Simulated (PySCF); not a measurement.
All of these have the formula C5H7NO2. Method used: TDDFT PBE0/def2-SVPD, vertical, gas phase, core orbitals frozen in the response (PySCF 2.14.0, density-fitted response routines). Geometries: GFN2-xTB; one conformer of each isolated species. Triplets are in the Tamm–Dancoff approximation. 'Strongest' means the level of largest summed f among the lowest 6 singlets; it needn't be the same kind of state in each.

**Question.** Rank by computed HOMO–LUMO gap, lowest first.
A. `C=C(C(C)=O)C(N)=O`
B. `COCc1cnoc1`
C. `CO[C@@H](CC=O)C#N`
D. `O=C(N)/C=C\OC=C`
E. `[C@H]1(C#N)[C@](OC)(C)O1`
F. `C1OCC=C1NC=O`

**Answer.** A (5.16 eV), F (5.96 eV), D (6.10 eV), C (6.85 eV), B (6.99 eV), E (8.20 eV).

| SMILES | gap (eV) | f (strongest) | T1 (eV) | f (S1) | LUMO (eV) | S1 mainly |
| --- | --- | --- | --- | --- | --- | --- |
| C=C(C(C)=O)C(N)=O | 5.16 | 0.21 | 3.27 | 0.000 | -2.39 | H→L (66%) |
| O=CNC1=CCOC1 | 5.96 | 0.20 | 3.72 | 0.199 | -0.56 | H→L (92%) |
| C=CO/C=C\C(N)=O | 6.10 | 0.41 | 3.69 | 0.000 | -1.01 | H-1→L (96%) |
| CO[C@H](C#N)CC=O | 6.85 | 0.01 | 3.77 | 0.000 | -1.28 | H→L (98%) |
| COCc1cnoc1 | 6.99 | 0.08 | 4.21 | 0.005 | -0.71 | H→L (57%) |
| CO[C@@]1(C)O[C@H]1C#N | 8.20 | 0.07 | 5.82 | 0.066 | -0.19 | H→L (61%) |

H and L stand for HOMO and LUMO.

- `C=C(C(C)=O)C(N)=O`: Löwdin shares by element: HOMO oxygen 64% or more, carbon 18% or more, nitrogen 5%; LUMO carbon 63% or more, oxygen 18% or more (atoms not listed hold the other 19%).
- `O=CNC1=CCOC1`: Löwdin shares by element: HOMO carbon 36% or more, oxygen 12% or more, nitrogen 10% (atoms not listed hold the other 42%); LUMO carbon 55% or more, oxygen 20% or more (atoms not listed hold the other 26%).
- `C=CO/C=C\C(N)=O`: Löwdin shares by element: HOMO carbon 52% or more, oxygen 20% or more (atoms not listed hold the other 28%); LUMO carbon 59% or more, oxygen 13% or more (atoms not listed hold the other 28%).
- `CO[C@H](C#N)CC=O`: S1 has the pattern of n→π* at C=O.
- `COCc1cnoc1`: Löwdin shares by element: HOMO oxygen 32% or more, carbon 31% or more, nitrogen 14% (atoms not listed hold the other 22%); LUMO carbon 38% or more, nitrogen 20%, oxygen 18% or more (atoms not listed hold the other 24%).
- `CO[C@@]1(C)O[C@H]1C#N`: Löwdin shares by element: HOMO oxygen 42% or more, carbon 26% or more (atoms not listed hold the other 32%); LUMO carbon 39% or more, nitrogen 28%, oxygen 16% or more (atoms not listed hold the other 18%).
